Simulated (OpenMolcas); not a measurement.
## Tb3+ in cubic eightfold coordination: ligands and hosts compared

```yaml
Program: OpenMolcas 26.06
Method: CASSCF
Active_space: 8 electrons in 7 orbitals (4f)
Spin-orbit_coupling: RASSI with atomic mean-field integrals over the reference wave functions
```

Distances were set from a Shannon-type radius of the metal (high-spin where two are listed) plus a fixed donor radius (Cl 1.76, F 1.31, O 1.38 Å), in hosts weighted 0.65 to 0.35 with the host's distance in the model lattice. Anionic complexes are neutralised by point charges, and hosts are embedded clusters. Ligand basis ANO-RCC-VDZP. States (labels of O, the rotations of Oh). Energies in cm-1 above the lowest state or level, χT in cm3 K/mol; under a threefold ground state the first gap can be a small split of the lowest multiplet, not the spin-orbit step.

```tsv
Ligand or host	R (Å)	Metal basis	Outer charge (e at Å behind ligand)	Ground state	First state of that spin	First gap with spin-orbit (degeneracies)	Width of lowest J	χT at 300 K
Cl	2.8	ANO-RCC-VDZP	0.62 at 2.8	7T2	7T1 27.6	3.4 (1, 3)	132	11.742
SrF2	2.406	ANO-RCC-VDZP		7T1	7T2 10.3	0.4 (2, 3)	220	11.682
O	2.42	ANO-RCC-VDZP	1.6 at 2.6	7T1	7T2 60.3	3.0 (2, 3)	222	11.690
F	2.35	ANO-RCC-VDZP	0.62 at 2.8	7T1	7T2 0.6	0.4 (1, 3)	227	11.674
CaF2	2.355	ANO-RCC-VDZP		2S+1 = 7	7A2 999.9	0.6 (1, 3)	253	11.649
```

The rows also differ in their outer charges, so part of each step comes from that.

The width of the lowest J multiplet rises in the order Cl < SrF2 < O < F < CaF2, by a factor of 1.92 from first to last.

High states are left out of the spin-orbit mixing, which shifts the levels that they would mix with. Without dynamic correlation the ligand-field splitting of an f shell can come out too small, at times by half. The oxide ions are held by bare point charges, a crude embedding (holds for O). A group larger than the point group allows holds several states that coincide in this model. No measured value stands beside these numbers; the geometry is a model, was not optimised and need not be the one that this ion takes.

A state without a sure symmetry label is named by its multiplicity alone.
